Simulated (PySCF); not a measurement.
A PySCF script (with the pyscf-properties extension) for the NMR shieldings of SMILES CN(C)[SiH2][C@@H](F)CCF, C5H13F2NSi, on a GFN2-xTB geometry:

```python
import basis_set_exchange as bse
import numpy as np
from pyscf import gto, dft
from pyscf.prop import nmr

atoms = """
C     2.764007   -1.188917    0.331624
N     1.748848   -0.204834    0.050673
C     2.280250    0.922859   -0.680383
Si    0.103240   -0.691209   -0.031753
C    -0.926122    0.930785    0.069798
F    -1.015470    1.504695   -1.201662
C    -2.341488    0.743983    0.593030
C    -3.121066   -0.288583   -0.203325
F    -2.702468   -1.560220    0.117096
H     3.576874   -0.730123    0.900289
H     2.335734   -1.997455    0.916034
H     3.185890   -1.611989   -0.587347
H     2.722169    0.611820   -1.633830
H     3.059474    1.410935   -0.087531
H     1.494298    1.641366   -0.889114
H    -0.124282   -1.471510    1.182507
H    -0.309695   -1.397644   -1.252529
H    -0.421524    1.685575    0.683501
H    -2.882458    1.692102    0.538350
H    -2.286753    0.429410    1.635253
H    -2.958973   -0.163104   -1.277302
H    -4.190896   -0.248557    0.024204
"""
names = dict.fromkeys(["C", "N", "Si", "F", "H"], "pcSseg-1")
basis = {el: gto.basis.parse(bse.get_basis(n, elements=[el], fmt="nwchem")) for el, n in names.items()}
mol = gto.M(atom=atoms, basis=basis, charge=0, verbose=0)
mf = dft.RKS(mol, xc="PBE0")
mf.grids.level = 2
mf.grids.alignment = dft.numint.BLKSIZE   # the property module wants whole blocks of grid points
mf.conv_tol = 1e-9
mf.kernel()

calc = nmr.RKS(mf)   # GIAO
C = mf.mo_coeff
Co = C[:, mf.mo_occ > 0]
resp = mf.gen_response(singlet=True, hermi=2)
def vind(x):   # induced exchange potential for any number of trial vectors
    d = np.einsum("pi,xij,qj->xpq", C, 2 * x.reshape(-1, C.shape[1], Co.shape[1]), Co, optimize=True)
    return np.einsum("xpq,pi,qj->xij", resp(d - d.transpose(0, 2, 1)), C, Co, optimize=True).ravel()
mo1, _ = nmr.rhf.solve_mo1(calc, with_cphf=vind)
sigma = calc.kernel(mo1)
for i, s in enumerate(sigma):   # ppm
    print("%2d %-2s %9.2f" % (i, mol.atom_pure_symbol(i), np.trace(s) / 3))
```

**Question.** Give the expected output.

**Answer.** 
```
 0 C     144.88
 1 N     250.02
 2 C     147.10
 3 Si    378.11
 4 C      95.96
 5 F     424.63
 6 C     147.04
 7 C     104.96
 8 F     415.35
 9 H      29.17
10 H      28.93
11 H      29.26
12 H      29.36
13 H      29.26
14 H      28.50
15 H      27.23
16 H      26.85
17 H      26.58
18 H      29.53
19 H      29.73
20 H      26.74
21 H      26.89
```

These numbers come from an equivalent density-fitted implementation of the same equations, which agrees with the script to about 0.01 ppm for H and up to a few tenths of a ppm for heavy atoms, so last digits may differ.

**Question.** Turn these shieldings into chemical shifts. Scale: TMS for 13C (σref 186.93), 29Si (σref 349.16), 1H (σref 31.72); 15N (σref 267.73) against NH3; CFCl3 for 19F (σref 170.95) (reference shieldings calculated alike).

**Answer.** Averaging equivalent atoms: C 4: 91.0; C 7: 82.0; C 0/2: 40.9; C 6: 39.9; N 1: 17.7; Si 3: -28.9; F 8: -244.4; F 5: -253.7; H 17: 5.14; H 20: 4.97; H 16: 4.86; H 21: 4.82; H 15: 4.49; H 9/10/11/12/13/14: 2.64; H 18: 2.18; H 19: 1.99 ppm. Unscaled 19F shifts against computed CFCl3 carry errors that often reach 10 to 50 ppm. Experimental scales use liquid or dissolved standards, which lie at an offset from isolated NH3 (liquid NH3: subtract about 20 ppm).

Size and cost of the density-fitted run: 225 basis functions, 79 s wall time on 1 thread of an Intel Xeon, shared host; peak memory 1 GiB.
